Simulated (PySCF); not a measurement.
## Deuteron quadrupole couplings in `C=CCC1=CC=C[C@@]1(C)F`

C₉H₁₁F.
Geometry (GFN2-xTB, Å), atoms numbered from 1 in this order:
```xyz
21
C9H11F angstrom
C      3.3853   -0.2216    0.2609
C      2.3864    0.0104   -0.5688
C      1.0754   -0.7083   -0.5313
C     -0.0633    0.2078   -0.2370
C     -0.0599    1.4770    0.1881
C     -1.4282    1.9674    0.2911
C     -2.2816    1.0066   -0.0674
C     -1.5061   -0.2501   -0.3742
C     -1.8439   -1.3637    0.6174
F     -1.7670   -0.7270   -1.6528
H      4.3155    0.3172    0.2015
H      3.3176   -0.9679    1.0361
H      2.4732    0.7658   -1.3385
H      0.8851   -1.1796   -1.5025
H      1.1064   -1.5041    0.2206
H      0.8060    2.0726    0.4133
H     -1.6779    2.9658    0.6029
H     -3.3529    1.0434   -0.1156
H     -1.2712   -2.2557    0.3746
H     -2.9033   -1.5997    0.5550
H     -1.6044   -1.0395    1.6260
```

Level: PBE0/pcSseg-1 (PySCF, non-relativistic); Q(2H) = 0.00286 b; rigid geometry, the same for H and D, with no vibrational averaging.

**Question.** Rank these positions by the coupling χzz of a deuteron there, largest first.
A. H13 (vinylic hydrogen)
B. H14 (methylene hydrogen)
C. H17 (vinylic hydrogen)
D. H18 (vinylic hydrogen)
E. H19 (methyl hydrogen)

**Answer.** D (232 kHz), C (228 kHz), A (218 kHz), E (211 kHz), B (198 kHz).

**Question.** Tabulate Vzz, the asymmetry η and χzz = 234.96 MHz × Q × Vzz for every hydrogen position.

**Answer.** 
| atom | bonded to | bond length (Å) | Vzz (au) | η | χzz (kHz) |
| --- | --- | --- | --- | --- | --- |
| H11 | C1 | 1.077 | 0.3385 | 0.05 | 227 |
| H12 | C1 | 1.078 | 0.3352 | 0.06 | 225 |
| H13 | C2 | 1.082 | 0.3240 | 0.05 | 218 |
| H14 | C3 | 1.096 | 0.2940 | 0.02 | 198 |
| H15 | C3 | 1.095 | 0.2984 | 0.04 | 201 |
| H16 | C5 | 1.075 | 0.3386 | 0.05 | 228 |
| H17 | C6 | 1.075 | 0.3387 | 0.04 | 228 |
| H18 | C7 | 1.073 | 0.3453 | 0.06 | 232 |
| H19 | C9 | 1.087 | 0.3139 | 0.03 | 211 |
| H20 | C9 | 1.087 | 0.3142 | 0.03 | 211 |
| H21 | C9 | 1.086 | 0.3152 | 0.03 | 212 |

**Question.** How does χzz go with the bond length over the 11 C–H bonds?

**Answer.** A straight-line fit has a slope of -14.4 kHz for each 0.01 Å, with a correlation coefficient of -1.00, over lengths from 1.073 to 1.096 Å. The longer bonds have the smaller couplings here.

**Question.** Give the 2H NMR doublet splittings at H20 for a magnetic field along the z, y and x axes of the gradient: 3χ/2, 3χ(1 + η)/4, 3χ(1 − η)/4.

**Answer.** With |χ| = 211.1 kHz and η = 0.028: 317, 163 and 154 kHz, to first order and without motion.

One conformer (not necessarily the lowest) at the GFN2-xTB geometry, without solvent, vibrations or thermal averaging. GFN2-xTB bond lengths can be off by several hundredths of an ångström, more for odd bonds, and the gradients follow them. These gradients aren't converged with respect to the basis.
